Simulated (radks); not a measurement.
Question: The barium ion Ba29+, configuration [Ar] 3d9 (the NIST ground configuration). All-electron calculation, Dirac Kohn-Sham, PBE, spin-unpolarised, spherical densities, point nucleus; open shells are shared between the two j in proportion to 2j + 1. Program: a radial shooting solver on a logarithmic mesh with Libxc functionals. Some entries of the table are withheld. Estimate them.

orbital  occ.  eigenvalue (eV)  r(max) (bohr)
1s1/2       2        -38311.08        0.01642
2s1/2       2        -6932.899            (1)
2p1/2       2        -6598.250        0.07095
2p3/2       4        -6214.122        0.07600
3s1/2       2        -2209.913         0.2628
3p1/2       2        -2071.365         0.2489
3p3/2       4        -1992.403         0.2594
3d3/2     3.6              (2)         0.2075
3d5/2     5.4              (3)         0.2104

Answer: 
(1) 2s1/2 r(max) (bohr): 0.09289
(2) 3d3/2 eigenvalue (eV): -1755.481
(3) 3d5/2 eigenvalue (eV): -1738.113
